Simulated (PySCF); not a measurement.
Species: BrGeH₃.
SMILES with atom numbers: `[GeH3:1][Br:2]` (hydrogens: H3, H4, H5 on Ge1)

Cartesian coordinates in Å at the PBE0-D3(BJ)/def2-TZVP level; atoms count from 1:
```
atom  x, y, z in Å
Ge1    0.1205    0.1623   -0.0462
Br2    2.4271    0.1942    0.0617
H3    -0.3839   -0.4896    1.2446
H4    -0.3461    1.6163   -0.1648
H5    -0.2626   -0.6586   -1.2811
```

Computed, not measured: PBE0-D3(BJ)/def2-TZVP geometry optimisation, gas phase (PySCF 2.14.0).

Take the most abundant isotopes and a rigid rotor. 

Problem. Give the principal moments of inertia and the rotational constants in MHz.

Solution. Ia = 6.47, Ib = 214.80, Ic = 214.80 u·Å²; 505379 MHz·u·Å²/I gives A = 78053, B = 2353, C = 2353 MHz.

Problem. What kind of rotor is it?

Solution. A prolate symmetric top, as the point group C3v requires two equal moments: κ = (2 × 2353 − 78053 − 2353)/(78053 − 2353) = -1.00.

Problem. Where do the R-branch lines fall?

Solution. The dipole of 1.90 D lies along the symmetry axis, so ΔK = 0 and J+1 ← J falls at 2B(J+1) for every K: 4.71 GHz, 9.41 GHz, 14.12 GHz, 18.82 GHz, 23.53 GHz for J = 0 to 4.

Problem. Estimate the classical rotational partition function at 200 K and 298.15 K.

Solution. Point group C3v, symmetry number σ = 3; q = (√π/σ)·√((kT/h)³/(ABC)), k/h = 20836.6 MHz/K: 7650 at 200 K, 13900 at 298.15 K.

Whether it is a minimum is left open (no frequencies). These are rigid-rotor constants of the computed structure; measured ground-state constants (B0) also hold zero-point vibration.

The run took 20 s of wall time on Arm Neoverse V1, one thread, no GPU, shared host, and the process peaked at 0.47 GiB of memory. That covers the optimisation of the geometry.
